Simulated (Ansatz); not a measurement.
Cl2H4O2Si2, SMILES `O[SiH](Cl)O[SiH2]Cl` at its PBE0-D4/def2-TZVP geometry, where that method's forces vanish. The species carries charge 0 and has multiplicity 1.

```xyz
10

O     1.9637    0.4231    0.9174
Si    1.0999    0.8074   -0.3994
Cl    0.0415    2.5365   -0.0871
O     0.0226   -0.3509   -0.7922
Si   -1.3642   -1.0145   -0.2597
Cl   -1.3364   -1.0738    1.7980
H     1.5042    0.2798    1.7476
H     2.0392    0.9905   -1.5092
H    -1.4443   -2.4015   -0.7549
H    -2.5262   -0.1968   -0.6605
```

What forces (eV/Å) does r2SCAN-D4/def2-TZVPP give on these atoms in Ansatz 0.2.0? (An estimate is asked.)

Ansatz gave: 
```
O1   0.061 -0.021  0.022
Si2  0.034  0.015 -0.051
Cl3 -0.036  0.066  0.005
O4   0.001 -0.038 -0.055
Si5 -0.043 -0.018 -0.040
Cl6 -0.001 -0.003  0.060
H7  -0.010  0.001  0.020
H8  -0.019 -0.011  0.035
H9  -0.006  0.032  0.004
H10  0.019 -0.022  0.000
```
